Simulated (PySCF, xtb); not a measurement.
B(H)2(OH) (BH3O), SMILES BO.

GFN2-xTB (xtb) at its own geometry gives an orbital gap of 5.72 eV and a dipole moment of 1.92 D.

Coordinates come from a PBE0-D3(BJ)/def2-TZVP optimisation.

Q: What does ωB97X/def2-TZVPD (PySCF) give? (The exact figures need the calculation; the answer reports its results.)

A: gap 12.91 eV (levels -11.42 and 1.48 eV), dipole 1.54 D.
